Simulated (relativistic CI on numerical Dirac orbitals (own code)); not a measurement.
Energy levels of Gd57+

These numbers are calculated, not measured: Dirac-Coulomb-Breit CI, separate exchange-only KLI orbitals for each configuration, a model potential for QED, unscaled Slater integrals (own radial code, finite nucleus).

Configuration list (outside the closed core 1s2): 2s2 2p3, 2s 2p4, 2p5, 2p4 3s, 2p4 3p, 2p4 3d, 2s2 2p2 3s, 2s2 2p2 3p, 2s2 2p2 3d, 2s 2p3 3s, 2s 2p3 3p, 2s 2p3 3d, 2s2 2p2 4s, 2s2 2p2 4p, 2s2 2p2 4d, 2s2 2p2 4f. Levels of other configurations are missing.

```tsv
No.	Configuration	Term	J	E (10³ cm⁻¹)	%	Lifetime (s)	jj configuration (%)
41	2p2(1D) 3p	2P°	1/2	61453.4	75	5.80e-14	2p1/2 2p3/2 3p3/2 (87)
42	2p2(3P) 3d	4F	3/2	61644.3	42	3.34e-15	2p1/2 2p3/2 3d3/2 (97)
43	2p2(3P) 3d	4F	5/2	61663.4	53	1.19e-14	2p1/2 2p3/2 3d3/2 (99)
44	2p2(3P) 3d	4D	1/2	61683.6	78	5.98e-15	2p1/2 2p3/2 3d3/2 (99)
45	2p2(1D) 3d	2G	7/2	61786.5	51	1.47e-13	2p1/2 2p3/2 3d3/2 (97)
46	2s 2p3(2P°)<1P°> 3p	2P	1/2	61791.5	30	1.63e-15	2s 2p3/2 3p1/2 (84)
47	2s 2p3(2P°)<1P°> 3p	2D	3/2	61806.9	27	1.91e-15	2s 2p3/2 3p1/2 (77)
48	2p2(3P) 3d	2D	5/2	61900.6	35	1.19e-15	2p1/2 2p3/2 3d3/2 (93)
49	2p2(1D) 3d	2D	3/2	61968.1	36	1.90e-15	2p1/2 2p3/2 3d3/2 (76)
50	2p2(1D) 3d	2P	1/2	62031.2	31	1.43e-15	2p1/2 2p3/2 3d3/2 (84)
51	2p2(3P) 3d	4D	7/2	62071.0	46	4.41e-14	2p1/2 2p3/2 3d5/2 (99)
52	2p2(3P) 3d	2P	3/2	62208.2	38	1.49e-15	2p1/2 2p3/2 3d5/2 (96)
53	2p2(1D) 3d	2G	9/2	62225.9	64	1.75e-11	2p1/2 2p3/2 3d5/2 (100)
54	2p2(3P) 3d	2F	5/2	62226.5	43	1.19e-15	2p1/2 2p3/2 3d5/2 (96)
55	2p2(1D) 3d	2D	5/2	62349.8	61	8.53e-16	2p1/2 2p3/2 3d5/2 (97)
56	2p2(1D) 3d	2F	7/2	62411.0	68	7.83e-16	2p1/2 2p3/2 3d5/2 (97)
57	2p2(3P) 3d	2D	3/2	62444.0	58	1.16e-15	2p1/2 2p3/2 3d5/2 (99)
58	2p2(3P) 3d	2P	1/2	62479.8	59	1.08e-15	2p1/2 2p3/2 3d5/2 (99)
59	2s 2p3(2P°)<3P°> 3p	4D	7/2	62913.2	48	2.22e-13	2s 2p3/2 3p3/2 (98)
60	2s 2p3(4S°)<5S°> 3p	4P	3/2	62980.3	32	5.22e-15	2s 2p3/2 3p3/2 (98)
61	2s 2p3(2P°)<3P°> 3p	4P	5/2	63105.7	38	5.63e-15	2s 2p3/2 3p3/2 (98)
62	2s 2p3(2P°)<3P°> 3p	2P	1/2	63137.4	39	3.19e-15	2s 2p3/2 3p3/2 (99)
63	2s 2p3(2P°)<1P°> 3p	2D	5/2	63569.0	31	7.19e-15	2s 2p3/2 3p3/2 (99)
64	2s 2p3(2P°)<3P°> 3d	4D°	5/2	63596.5	30	1.24e-14	2s 2p3/2 3d3/2 (98)
65	2s 2p3(2P°)<3P°> 3d	4D°	3/2	63629.7	28	5.82e-15	2s 2p3/2 3d3/2 (99)
66	2s 2p3(2P°)<3P°> 3d	4F°	7/2	63652.4	24	3.40e-13	2s 2p3/2 3d3/2 (93)
67	2s 2p3(2P°)<3P°> 3d	4P°	1/2	63653.2	46	1.49e-14	2s 2p3/2 3d3/2 (99)
68	2s 2p3(2P°)<1P°> 3p	2P	3/2	63685.7	34	8.02e-15	2s 2p3/2 3p3/2 (99)
69	2s 2p3(2D°)<3D°> 3p	4P	1/2	63720.6	41	8.36e-14	2s 2p3/2 3p3/2 (99)
70	2s 2p3(2P°)<3P°> 3d	4F°	9/2	64010.6	50	1.41e-11	2s 2p3/2 3d5/2 (99)
```

Energies count from the lowest computed level; ° marks odd parity; lifetimes are radiative, by E1, M1, E2, M2 decay to levels of this space only. Percentages are summed over parent terms; the parents shown are those of the largest component, closed shells are left out there, and <> holds an intermediate term. Filled j subshells are mostly left out of the jj labels.

The mean weight of the leading LS term, summed over parents, in these 30 levels is 45 %, and that of the leading jj configuration (from the same eigenvectors) 95 %, so jj coupling describes them better and the LS labels are nominal.

At this charge energies of transitions that change n are usually good to better than 1 %, and those within a shell (Δn = 0) to a few per cent.

LS names give the leading component of a level, which can be under half, so a name can repeat, a term be missing and a line seem to break the LS rules.
